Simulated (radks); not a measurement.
Values are calculated unless marked as measured or tabulated.
Q: Se, 34 electrons, occupied as [Ar] 3d10 4s2 4p4 (the NIST ground configuration). Code: a radial shooting solver on a logarithmic mesh with Libxc functionals. Model: Dirac Kohn-Sham, BLYP, spin-unpolarised, spherical densities, finite nucleus; open shells fill j = l - 1/2 first; Fermi nuclear charge, rms radius 4.14 fm.

Spin-orbit splittings of the eigenvalues, e(l+1/2) - e(l-1/2), with zeta = 2 splitting/(2l+1) and mean radii in bohr:

shell  occ.  splitting (eV)  zeta (eV)  <r> j=l-1/2  <r> j=l+1/2
2p        6           41.79      27.86       0.1685       0.1723
3p        6               ?          ?       0.5826       0.5932
3d       10          0.8954     0.3582       0.6285       0.6329
4p        4          0.3786     0.2524        2.279        2.333

Estimate the 3p splitting.

A: 5.883 eV (zeta = 3.922 eV).
